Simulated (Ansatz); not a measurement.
Geometry optimisation, DFT PBE-D3(BJ), scalar-relativistic, plane waves, PAW (Ansatz).

Input:

```yaml
crystal:
  lattice:
    - [7.398, 0.0, 0.0]
    - [-3.699, 6.406856, 0.0]
    - [0.0, 0.0, 11.0]
  atoms:
    - { symbol: C, position: [0.0, 0.0, 0.09090909] }
    - { symbol: C, position: [0.22222222, 0.11111111, 0.09090909] }
    - { symbol: C, position: [0.0, 0.33333333, 0.09090909] }
    - { symbol: C, position: [0.22222222, 0.44444444, 0.09090909] }
    - { symbol: C, position: [0.0, 0.66666666, 0.09090909] }
    - { symbol: C, position: [0.22222222, 0.77777777, 0.09090909] }
    - { symbol: C, position: [0.33333333, 0.0, 0.09090909] }
    - { symbol: C, position: [0.55555556, 0.11111111, 0.09090909] }
    - { symbol: C, position: [0.33333333, 0.33333333, 0.09090909] }
    - { symbol: C, position: [0.55555555, 0.44444444, 0.09090909] }
    - { symbol: C, position: [0.33333333, 0.66666666, 0.09090909] }
    - { symbol: C, position: [0.55555555, 0.77777777, 0.09090909] }
    - { symbol: C, position: [0.66666667, 0.0, 0.09090909] }
    - { symbol: C, position: [0.88888889, 0.11111111, 0.09090909] }
    - { symbol: C, position: [0.66666667, 0.33333333, 0.09090909] }
    - { symbol: C, position: [0.88888889, 0.44444444, 0.09090909] }
    - { symbol: C, position: [0.66666666, 0.66666666, 0.09090909] }
    - { symbol: C, position: [0.88888889, 0.77777777, 0.09090909] }
    - { symbol: F, position: [0.33333333, 0.66666666, 0.21272727] }
    - { symbol: H, position: [0.7037037, 0.62962962, 0.18] }
basis:
  ecutwfc: 420.0
kpoints:
  mp_grid: { grid: [2, 2, 1] }
hamiltonian:
  xc: pbe
  dispersion: d3bj
scf:
  occupations: { method: gaussian, width: 0.02 }
  lower_state_search: "off"
relax:
  f_tol: 0.03
  max_steps: 60
  adjacent_minimum: "off"
```

Run as:

```bash
$ ansatz run input.yaml --threads 1 --pin off --max-ram 3072MiB --backend cpu --events-out ev --progress --plain --runs-dir out
```

Problem. Where does it end, and by what steps?

Solution. The forces met the threshold. The force dipped under the threshold on the way, but the program's further checks kept it going. Limits of this set-up: coarse k mesh, slab without dipole correction. After 36 steps the energy has fallen by 6.673 eV; F19 moved furthest, 2.61 Å. The start is strongly strained (largest force component 11 eV/Å), so its close contacts needn't be bonds. Parted: C11–F19, C17–H20. Joined: F19–H20.

```json
{"step": "0", "energy less start (eV)": "0.0000", "largest force component (eV/Å)": "11.164", "accepted": "yes"}
{"step": "2", "energy less start (eV)": "-3.2177", "largest force component (eV/Å)": "1.419", "accepted": "yes"}
{"step": "4", "energy less start (eV)": "-3.5977", "largest force component (eV/Å)": "1.197", "accepted": "yes"}
{"step": "6", "energy less start (eV)": "-3.6566", "largest force component (eV/Å)": "0.146", "accepted": "yes"}
{"step": "8", "energy less start (eV)": "-3.6637", "largest force component (eV/Å)": "0.082", "accepted": "yes"}
{"step": "10", "energy less start (eV)": "-3.6661", "largest force component (eV/Å)": "0.048", "accepted": "yes"}
{"step": "12", "energy less start (eV)": "-3.7326", "largest force component (eV/Å)": "0.672", "accepted": "yes"}
{"step": "14", "energy less start (eV)": "-3.9415", "largest force component (eV/Å)": "1.740", "accepted": "yes"}
{"step": "16", "energy less start (eV)": "-5.0306", "largest force component (eV/Å)": "2.859", "accepted": "yes"}
{"step": "18", "energy less start (eV)": "-6.3313", "largest force component (eV/Å)": "1.731", "accepted": "yes"}
{"step": "20", "energy less start (eV)": "-6.6464", "largest force component (eV/Å)": "0.522", "accepted": "yes"}
{"step": "22", "energy less start (eV)": "-6.6609", "largest force component (eV/Å)": "0.075", "accepted": "yes"}
{"step": "24", "energy less start (eV)": "-6.6611", "largest force component (eV/Å)": "0.691", "accepted": "no"}
{"step": "26", "energy less start (eV)": "-6.6680", "largest force component (eV/Å)": "0.176", "accepted": "yes"}
{"step": "28", "energy less start (eV)": "-6.6710", "largest force component (eV/Å)": "0.107", "accepted": "yes"}
{"step": "30", "energy less start (eV)": "-6.6728", "largest force component (eV/Å)": "0.035", "accepted": "yes"}
{"step": "32", "energy less start (eV)": "-6.6728", "largest force component (eV/Å)": "0.065", "accepted": "yes"}
{"step": "34", "energy less start (eV)": "-6.6734", "largest force component (eV/Å)": "0.046", "accepted": "yes"}
{"step": "36", "energy less start (eV)": "-6.6734", "largest force component (eV/Å)": "0.012", "accepted": "yes"}
```

```xyz
20
Lattice="7.3980 0.0000 0.0000 -3.6990 6.4069 0.0000 0.0000 0.0000 11.0000" Properties=species:S:1:pos:R:3
C -0.068 -0.046 0.849
C 1.176 0.672 0.850
C -1.304 2.104 0.850
C -0.069 2.817 0.850
C -2.522 4.235 0.851
C -1.304 4.939 0.851
C 2.395 -0.031 0.851
C 3.630 0.682 0.851
C 1.176 2.099 0.849
C 2.395 2.800 0.850
C -0.070 4.224 0.851
C 1.174 4.945 0.852
C 4.874 -0.035 0.850
C 6.094 0.668 0.849
C 3.631 2.089 0.851
C 4.875 2.808 0.851
C 2.396 4.239 0.854
C 3.633 4.954 0.851
F 2.024 4.497 3.974
H 2.030 4.494 3.034
```

Whether the end is a true minimum wasn't checked by a vibrational analysis.

Time of the run: 3.2 min on 1 thread of AMD EPYC 7B13 (Zen 3) (shared host), peak memory 0.67 GiB.
